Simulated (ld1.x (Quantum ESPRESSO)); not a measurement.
**Which change was made? (Mg, TM)**

- Element: Mg
- Generator: ld1.x (Quantum ESPRESSO) 7.5
- Type: norm-conserving Troullier–Martins (Kleinman–Bylander form)
- Functional: BLYP
- Relativity: scalar-relativistic
- Frozen core: [Ne]
- Valence charge: 2
- Reference configuration: 3s1.5 3p0.5
- Partial waves: 3s (bound): rc 2.30 bohr; 3p (bound): rc 2.85 bohr
- Local potential: all-electron potential smoothed inside 2.30 bohr (lloc = -1)
- Core correction: Bessel-smoothed model core, default radius (core density twice the valence density)

Cutoffs, loose and tight: the cutoffs (Ry, on a coarse ladder) from which the occupation-weighted sum of valence levels, in a spherical-Bessel basis at the reference potential, stays within 10 and 1 mRy of its value at 400 Ry. They do not see the model core or the augmentation charge, which bear on the density cutoff. Test errors are all-electron minus pseudo excitation energies from the reference, over the configurations 3s2 3p0; 3s1 3p0; 3s1.5 3p0; 3s1 3p1; 3s0 3p2; 3s0 3p1; variants that change the core or the reference have their own tests.

The base gives: outcome: generated; cutoff, loose: 6 Ry; cutoff, tight: 18 Ry; bound ghosts: none; largest test error (meV): -5.4.

After one change the result is: outcome: generated; cutoff, loose: 6 Ry; cutoff, tight: 12 Ry; bound ghosts: none; largest test error (meV): -14. Which change was it?
A. wave 3s (bound): rc 2.30 bohr becomes 3s (bound): rc 2.74 bohr
B. wave 3s (bound): rc 2.30 bohr becomes 3s (bound): rc 2.10 bohr
C. wave 3s (bound): rc 2.30 bohr becomes 3s (bound): rc 3.00 bohr

A. The others give: wave 3s (bound): rc 2.30 bohr becomes 3s (bound): rc 2.10 bohr → outcome: generated; cutoff, loose: 8 Ry; cutoff, tight: 18 Ry; bound ghosts: none; largest test error (meV): -4.5 | wave 3s (bound): rc 2.30 bohr becomes 3s (bound): rc 3.00 bohr → outcome: generated; cutoff, loose: 6 Ry; cutoff, tight: 8 Ry; bound ghosts: none; largest test error (meV): -24.
